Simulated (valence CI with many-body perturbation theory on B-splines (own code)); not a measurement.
# Gd³¹⁺: fill in the table

Computed by relativistic CI+MBPT: five valence electrons over a frozen Dirac-Fock core [Ar] 3d10, radial functions for each j: 9 s, 9 p, 8 d, 6 f, 3 g, 1 h, with the one-electron correlation potential Σ1, the two-electron term Σ2, the three-electron term Σ3, Breit, model QED; selected CI, second order for the rest (own B-spline code, finite nucleus).

No measured spectrum was set against this ion. As an estimate, large intervals hold to a few tenths of a per cent, small ones and those within an open d or f shell to about a per cent. Among the levels kept, up to 250 cm⁻¹ of a level comes from second order outside the variational space, and about a tenth of that is noise between levels of different J, which matters for small intervals.

| Level | E (eV) |
| --- | --- |
| (4s^2 4p1/2^2 4p3/2) J=3/2 | 0.00 |
| (4s^2 4p1/2 4p3/2^2) J=3/2 | 38.42 |
| (4s^2 4p1/2 4p3/2^2) J=5/2 | 42.77 |
| (4s^2 4p1/2 4p3/2^2) J=1/2 | 48.25 |
| (4s^2 4p3/2^3) J=3/2 | 87.37 |
| (4s 4p1/2^2 4p3/2^2) J=5/2 | ? |
| (4s^2 4p1/2^2 4d3/2) J=3/2 | 116.22 |
| (4s 4p1/2^2 4p3/2^2) J=1/2 | 123.31 |
| (4s 4p1/2^2 4p3/2^2) J=3/2 | ? |
| (4s^2 4p1/2^2 4d5/2) J=5/2 | 133.92 |
| (4s 4p1/2 4p3/2^3) J=3/2 [a] | 151.11 |
| (4s^2 4p1/2 4p3/2 4d3/2) J=5/2 [a] | 155.31 |
| (4s^2 4p1/2 4p3/2 4d3/2) J=3/2 [a] | ? |
| (4s^2 4p1/2 4p3/2 4d3/2) J=1/2 [a] | ? |
| (4s^2 4p1/2 4p3/2 4d3/2) J=5/2 [b] | ? |
| (4s^2 4p1/2 4p3/2 4d3/2) J=7/2 | 161.05 |
| (4s^2 4p1/2 4p3/2 4d5/2) J=7/2 [a] | 165.98 |
| (4s 4p1/2 4p3/2^3) J=1/2 | 166.65 |
| (4s 4p1/2 4p3/2^3) J=3/2 [b] | 169.81 |
| (4s^2 4p1/2 4p3/2 4d5/2) J=9/2 | ? |

Levels are named by their leading jj configuration (3d3/2^4 stands for four electrons in 3d with j = 3/2), which in mixed levels can hold well under half, so a name can repeat and another be missing. Letters in brackets count levels of one name in rising energy.

Q: The levels stand in rising order. What does the calculation give for the missing energies?

A: (4s 4p1/2^2 4p3/2^2) J=5/2 110.18; (4s 4p1/2^2 4p3/2^2) J=3/2 127.43; (4s^2 4p1/2 4p3/2 4d3/2) J=3/2 [a] 156.01; (4s^2 4p1/2 4p3/2 4d3/2) J=1/2 [a] 156.13; (4s^2 4p1/2 4p3/2 4d3/2) J=5/2 [b] 158.88; (4s^2 4p1/2 4p3/2 4d5/2) J=9/2 170.62.
